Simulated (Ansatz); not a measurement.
Reactions of `C[O][AlH][SH]`.

Calculated with Ansatz (gas phase, PBE0-D4/def2-TZVP geometries, no zero-point term in ΔE). CBS: MP2 limit from def2 TZ/QZ plus the TZ coupled-cluster correction, frozen cores. This one scheme is used for every species. DFT in def2-TZVPP. B3LYP here is the variant with VWN-RPA as its local correlation; programs differ in this. No spin–orbit coupling; open shells (•) take unrestricted orbitals. For Br, Ga outer-core shells are correlated without core-valence functions, which leaves a few kJ/mol of doubt a bond. Scalar relativity is left out up to krypton. One conformer a species, not always the lowest.

| reaction | PBE0-D4 (kcal/mol) | PBE-D4 (kcal/mol) | MP2/CBS(def2) (kcal/mol) | B3LYP-D4 (kcal/mol) | CCSD(T)/CBS(def2) (kcal/mol) |
| --- | --- | --- | --- | --- | --- |
| `C[O][AlH][SH]` + `NCF` → `FC[NH][AlH][SH]` + CH₃OH | 11.4 | 11.5 | 11.7 | 12.6 | 11.5 |
| `C[O][AlH][SH]` + H₂O → `[OH][AlH][SH]` + CH₃OH | -0.2 | -0.2 | 0.2 | 0.1 | 0.1 |
| `C[O][AlH][SH]` + HBr → `C[O][AlH][Br]` + H₂S | -12.3 | -11.4 | -13.6 | -12.7 | -13.2 |
| `C[O][AlH][SH]` + `C[NH][Ga]([Cl])[Cl]` → `C[N](C)[Ga]([Cl])[Cl]` + `[OH][AlH][SH]` | -7.6 | -7.8 | -9.8 | -6.8 | -8.5 |
| `C[O][AlH][SH]` + `C[CH2][AlH][Br]` → `C[O][AlH][Br]` + `C[CH2][AlH][SH]` | -1.0 | -1.1 | -1.1 | -1.0 | -1.1 |
| `C[O][AlH][SH]` + `C[SiH2]F` → `C[O][AlH2]` + `C[SiH](F)S` | 11.5 | 11.0 | 12.2 | 11.8 | 12.3 |
| `C[O][AlH][SH]` + `[OH]`• → `C[O][Al][SH]`• + H₂O | -38.0 | -42.0 | -44.5 | -35.8 | -37.7 |
| `C[O][AlH][SH]` + HCl → `C[O][AlH][Cl]` + H₂S | -12.1 | -11.5 | -13.1 | -13.2 | -12.9 |
| `C[O][AlH][SH]` + `[SiH3]`• → `C[O][Al][SH]`• + SiH₄ | -9.1 | -9.5 | -9.2 | -9.0 | -8.3 |
| `C[O][AlH][SH]` + H₂S → `[SH][AlH][SH]` + CH₃OH | 2.8 | 3.0 | 4.3 | 6.0 | 4.5 |

Largest T1 diagnostic: 0.015, for `[SiH3]`•.
